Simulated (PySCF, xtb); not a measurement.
C₂H₇BN₂O, SMILES C/C=N/B(O)N.

GFN2-xTB (xtb) at its own geometry gives an orbital gap of 3.29 eV and a dipole moment of 2.03 D.

Geometry: PBE0-D3(BJ)/def2-SVP. The structure was generated by enumeration; whether it is a known compound was not checked. The values are those of a single conformer.

What does PySCF with PBE/def2-TZVP give? (The exact figures need the calculation; the answer reports its results.)

gap 4.12 eV (levels -5.55 and -1.42 eV), dipole 1.90 D.
